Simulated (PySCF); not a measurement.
C2H7AlCl2OSi, singlet, at the geometry of the source list, atoms displaced at random by about 0.08 Å a coordinate; PySCF with DF-PBE/STO-3G, gradient.

Here is a job for PySCF.
```python
from pyscf import gto, scf, dft

mol = gto.M(
    atom='''
Si    2.34316588    0.52657579   -0.20610891
Cl    2.85803939    2.47263223   -0.71620954
Cl    3.40362750   -0.79742479   -1.34106488
O     0.93099875    0.36101107    0.14162547
Al   -0.80409663   -0.15040407    0.14616026
C    -1.03295060   -2.24214381    0.18911767
C    -1.72945754    1.45751796    0.10521761
H     3.16118171    0.41675806    1.41902908
H    -0.47377986   -2.52649535   -0.63569994
H    -2.14172499   -2.52124388    0.07276608
H    -0.56122296   -2.46122959    1.16440240
H    -1.04937384    2.37855361   -0.25308295
H    -2.24914173    1.86666317    0.97105812
H    -2.66084693    1.58168906   -0.72445649
''',
    basis='sto-3g',
    verbose=4,
)

mf = dft.RKS(mol)
mf.xc = 'pbe'
mf = mf.density_fit(auxbasis='def2-universal-jkfit')
mf.kernel()
g = mf.nuc_grad_method()
g.auxbasis_response = False
grad = g.kernel()
```

**Question.** Predict the main parts of the log of this PySCF run.

**Answer.** 
```
PySCF version 2.14.0

[INPUT] verbose = 4
[INPUT] num. atoms = 14
[INPUT] num. electrons = 88
[INPUT] charge = 0
[INPUT] spin (= nelec alpha-beta = 2S) = 0
[INPUT] symmetry False subgroup None
[INPUT] Mole.unit = angstrom
[INPUT] Symbol           X                Y                Z      unit          X                Y                Z       unit  Magmom
[INPUT]  1 Si     2.343165880000   0.526575790000  -0.206108910000 AA    4.427941777625   0.995084026926  -0.389489391733 Bohr   0.0
[INPUT]  2 Cl     2.858039390000   2.472632230000  -0.716209540000 AA    5.400911700319   4.672597721473  -1.353439878401 Bohr   0.0
[INPUT]  3 Cl     3.403627500000  -0.797424790000  -1.341064880000 AA    6.431923805038  -1.506914458039  -2.534245338473 Bohr   0.0
[INPUT]  4 O      0.930998750000   0.361011070000   0.141625470000 AA    1.759332659812   0.682212050236   0.267633350563 Bohr   0.0
[INPUT]  5 Al    -0.804096630000  -0.150404070000   0.146160260000 AA   -1.519522408386  -0.284222500320   0.276202861695 Bohr   0.0
[INPUT]  6 C     -1.032950600000  -2.242143810000   0.189117670000 AA   -1.951993734205  -4.237037732789   0.357380601616 Bohr   0.0
[INPUT]  7 C     -1.729457540000   1.457517960000   0.105217610000 AA   -3.268201094664   2.754309766035   0.198832466381 Bohr   0.0
[INPUT]  8 H      3.161181710000   0.416758060000   1.419029080000 AA    5.973767661884   0.787558593605   2.681576323994 Bohr   0.0
[INPUT]  9 H     -0.473779860000  -2.526495350000  -0.635699940000 AA   -0.895314178735  -4.774384266487  -1.201298784002 Bohr   0.0
[INPUT] 10 H     -2.141724990000  -2.521243880000   0.072766080000 AA   -4.047273665237  -4.764460426436   0.137507962358 Bohr   0.0
[INPUT] 11 H     -0.561222960000  -2.461229590000   1.164402400000 AA   -1.060557689218  -4.651049854776   2.200401634786 Bohr   0.0
[INPUT] 12 H     -1.049373840000   2.378553610000  -0.253082950000 AA   -1.983029159883   4.494814895496  -0.478257462297 Bohr   0.0
[INPUT] 13 H     -2.249141730000   1.866663170000   0.971058120000 AA   -4.250261885030   3.527482158112   1.835033897835 Bohr   0.0
[INPUT] 14 H     -2.660846930000   1.581689060000  -0.724456490000 AA   -5.028271957090   2.988959137621  -1.369024355264 Bohr   0.0

nuclear repulsion = 583.145567357415
number of shells = 36
number of NR pGTOs = 174
number of NR cGTOs = 58
basis = sto-3g
ecp = {}

******** <class 'pyscf.df.df_jk.DFRKS'> ********
method = DFRKS
initial guess = minao
damping factor = 0
level_shift factor = 0
DIIS = <class 'pyscf.scf.diis.CDIIS'>
diis_start_cycle = 1
diis_space = 8
diis_damp = 0
SCF conv_tol = 1e-09
SCF conv_tol_grad = None
SCF max_cycles = 50
direct_scf = False
XC library pyscf.dft.libxc version 7.1.2
    S. Lehtola, C. Steigemann, M. J. T. Oliveira, and M. A. L. Marques,  SoftwareX 7, 1–5 (2018)
XC functionals = pbe
    J. P. Perdew, K. Burke, and M. Ernzerhof,  Phys. Rev. Lett. 77, 3865 (1996)
    J. P. Perdew, K. Burke, and M. Ernzerhof,  Phys. Rev. Lett. 78, 1396 (1997)
    J. P. Perdew, K. Burke, and M. Ernzerhof,  Phys. Rev. Lett. 77, 3865 (1996)
    J. P. Perdew, K. Burke, and M. Ernzerhof,  Phys. Rev. Lett. 78, 1396 (1997)
radial grids:
    Treutler-Ahlrichs [JCP 102, 346 (1995); DOI:10.1063/1.469408] (M4) radial grids

becke partition: Becke, JCP 88, 2547 (1988); DOI:10.1063/1.454033
pruning grids: <function nwchem_prune>
grids dens level: 3
symmetrized grids: False
atomic radii adjust function: <function treutler_atomic_radii_adjust>
small_rho_cutoff = 0
Set gradient conv threshold to 3.16228e-05
Initial guess from minao.
tot grids = 187096
init E= -1588.37507422337
  HOMO = -0.357864822605102  LUMO = -0.0986877932285278  gap/eV = 7.05257
cycle= 1 E= -1588.56067363192  delta_E= -0.186  |g|= 0.912  |ddm|= 4.56
  HOMO = 0.00663763923438865  LUMO = 0.045921076028941  gap/eV = 1.06896
cycle= 2 E= -1586.81067945806  delta_E= 1.75  |g|= 2.84  |ddm|= 4.56
  HOMO = -0.127063421009365  LUMO = 0.0418661941814091  gap/eV = 4.59681
cycle= 3 E= -1588.80191245261  delta_E= -1.99  |g|= 0.433  |ddm|=  3.6
  HOMO = -0.117409992147997  LUMO = 0.0725610931102498  gap/eV = 5.16938
cycle= 4 E= -1588.86418910723  delta_E= -0.0623  |g|= 0.167  |ddm|= 0.944
  HOMO = -0.129137983398773  LUMO = 0.0677879412055109  gap/eV = 5.35863
cycle= 5 E= -1588.87242067106  delta_E= -0.00823  |g|= 0.0354  |ddm|= 0.227
  HOMO = -0.132017364930454  LUMO = 0.0669049755122868  gap/eV = 5.41295
cycle= 6 E= -1588.87290479187  delta_E= -0.000484  |g|= 0.00941  |ddm|= 0.0738
  HOMO = -0.13190154247529  LUMO = 0.0666046882510468  gap/eV = 5.40163
cycle= 7 E= -1588.87293215275  delta_E= -2.74e-05  |g|= 0.00321  |ddm|= 0.0158
  HOMO = -0.131794770311423  LUMO = 0.066770317690445  gap/eV = 5.40323
cycle= 8 E= -1588.87293545221  delta_E= -3.3e-06  |g|= 0.000551  |ddm|= 0.00513
  HOMO = -0.13191147466133  LUMO = 0.0667804275509135  gap/eV = 5.40668
cycle= 9 E= -1588.87293559451  delta_E= -1.42e-07  |g|= 0.000152  |ddm|= 0.00165
  HOMO = -0.131914930094634  LUMO = 0.0667595369716575  gap/eV = 5.40621
cycle= 10 E= -1588.8729356064  delta_E= -1.19e-08  |g|= 4.85e-05  |ddm|= 0.000471
  HOMO = -0.131915405761525  LUMO = 0.0667608150990849  gap/eV = 5.40626
cycle= 11 E= -1588.87293560743  delta_E= -1.03e-09  |g|= 6.7e-06  |ddm|= 0.000106
  HOMO = -0.131914389927328  LUMO = 0.0667611041474581  gap/eV = 5.40624
cycle= 12 E= -1588.87293560745  delta_E= -2.23e-11  |g|= 7.71e-07  |ddm|= 1.32e-05
  HOMO = -0.131914429360619  LUMO = 0.0667610841531684  gap/eV = 5.40624
Extra cycle  E= -1588.87293560745  delta_E= 6.82e-12  |g|= 4.75e-07  |ddm|= 2.6e-06
converged SCF energy = -1588.87293560745

******** <class 'pyscf.df.grad.rks.Gradients'> for <class 'pyscf.df.df_jk.DFRKS'> ********
unit = Eh/Bohr
grid_response = False
--------------- DFRKS gradients ---------------
         x                y                z
0 Si    -0.1767353287    -0.0218635052    -0.1006657689
1 Cl    -0.0022866028    -0.0236886085     0.0167085316
2 Cl    -0.0120966423     0.0257472288     0.0299261865
3 O     0.2047077034     0.0427441796    -0.0193483870
4 Al    -0.0533838535     0.0444884800     0.0013617234
5 C     0.0539618830    -0.0937846198    -0.0378607733
6 C     0.0510660442    -0.0848338718     0.0824457646
7 H     0.0305925643    -0.0024564190     0.0703123389
8 H    -0.0325767150     0.0298529721     0.0415193063
9 H    -0.0354792638    -0.0023897291    -0.0098815018
10 H     0.0064410662     0.0163143181     0.0058891325
11 H     0.0216021182     0.0456070805    -0.0184701234
12 H    -0.0006286028     0.0046075042    -0.0207033403
13 H    -0.0548094145     0.0201983258    -0.0426472328
----------------------------------------------
```
